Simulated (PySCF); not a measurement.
Computed with PBE0/pcSseg-1 in PySCF (dipole) on a GFN2-xTB geometry, gas phase. Rigid rotors, one computed conformer each.

Species:
1. `[CH3:1]/[C:2](=[CH:3]\[CH:4]([F:5])[F:6])[CH2:7][CH:8]=[O:9]` with C2–C3–C4–F5 -176°, C1–C2–C7–C8 70°, C2–C7–C8–O9 -4°
2. `[CH3:1][S:2][c:3]1[cH:4][s:5][c:6]([CH2:7][NH2:8])[cH:9]1` with C1–S2–C3–C4 -1°, S5–C6–C7–N8 -84°, C6–C7–N8–H 61° and -57°
3. `[CH3:1][O:2][CH2:3][CH2:4][P:5]1[CH:6]=[C:7]([F:8])[CH2:9][CH2:10]1` with C1–O2–C3–C4 -171°, O2–C3–C4–P5 35°, C3–C4–P5–C6 174°, C4–P5–C6–C7 94°, C6–C7–C9–C10 11°, C7–C9–C10–P5 -15°, C4–P5–C10–C9 -84°
4. `[O:1]=[C:2]1[CH2:3][CH2:4][CH2:5][CH2:6][C:7]1([F:8])[F:9]` with O1–C2–C3–C4 116°, C2–C3–C4–C5 58°, C3–C4–C5–C6 -58°, C4–C5–C6–C7 57° (2,2-difluorocyclohexanone)

Rotational constants (MHz) and dipole components (D):

```json
{"set": "P", "A": "2723", "B": "632.3", "C": "538.7", "μa": "1.51", "μb": "1.06", "μc": "0.59"}
{"set": "Q", "A": "2936", "B": "580.2", "C": "542.0", "μa": "2.75", "μb": "0.31", "μc": "1.30"}
{"set": "R", "A": "3307", "B": "775.0", "C": "719.2", "μa": "2.44", "μb": "0.50", "μc": "1.79"}
{"set": "S", "A": "2208", "B": "1701", "C": "1265", "μa": "3.78", "μb": "1.69", "μc": "0.10"}
```

Task: Match each set to its species.

Result: P = 2, Q = 3, R = 1, S = 4.

- 1 (set R): mass 134.1 u, 9 heavy atoms, longest extent 6.5 Å, C1, near-prolate asymmetric top, Ia, Ib, Ic = 152.8, 652.1, 702.7 u·Å².
- 2 (set P): mass 159.0 u, 9 heavy atoms, longest extent 8.2 Å, C1, near-prolate asymmetric top, Ia, Ib, Ic = 185.6, 799.3, 938.1 u·Å².
- 3 (set Q): mass 162.1 u, 10 heavy atoms, longest extent 8.2 Å, C1, near-prolate asymmetric top, Ia, Ib, Ic = 172.1, 871.0, 932.4 u·Å².
- 4 (set S): mass 134.1 u, 9 heavy atoms, longest extent 5.2 Å, C1, asymmetric top, Ia, Ib, Ic = 228.9, 297.1, 399.4 u·Å².

Point groups hold within 0.08 Å; constants that symmetry makes equal can differ a little in the computed geometry, and forbidden dipole components can keep a residue. No structure here is proved a minimum.
